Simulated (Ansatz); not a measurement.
The cluster Na4Li (the lowest doublet isomer of a short search). The state is a doublet with charge 0. Geometry PBE/def2-TZVP, basis def2-TZVP, Ansatz.

```xyz
5

Li    0.317    0.787   -0.066
Na   -2.130    2.432    1.118
Na   -2.180   -0.983    0.853
Na    3.143    0.089   -1.363
Na    0.850   -2.325   -0.543
```

| run | HOMO (eV) | LUMO (eV) |
| --- | --- | --- |
| A | -2.74 | -2.19 |
| B | -2.70 | -2.09 |
| C | -3.18 | -1.67 |
| D | -3.01 | -1.64 |
| E | -3.80 | -1.11 |
| F | -2.84 | -1.79 |

The structure comes from a short search, and lower isomers may exist.

HOMO and LUMO are taken over both spins.

**Question.** The runs used CAM-B3LYP, PBE, PBE0, r2SCAN, r2SCANh, revPBE. Estimate which is which.

**Answer.** A PBE (0 % exact exchange); B revPBE (0 % exact exchange); C PBE0 (25 % exact exchange); D r2SCANh (10 % exact exchange); E CAM-B3LYP (range-separated); F r2SCAN (0 % exact exchange). Exact exchange lowers occupied and raises empty levels; among semilocal functionals meta-GGAs tend to open the gap a little, and such runs are hard to tell apart. The gap grows from 0.55 eV (PBE) to 2.69 eV (CAM-B3LYP). At r2SCANh/def2-TZVP, r2SCAN/def2-TZVP the charge 0 doublet is spin-contaminated (final ⟨S²⟩ up to 0.86, 0.75 for a pure state).
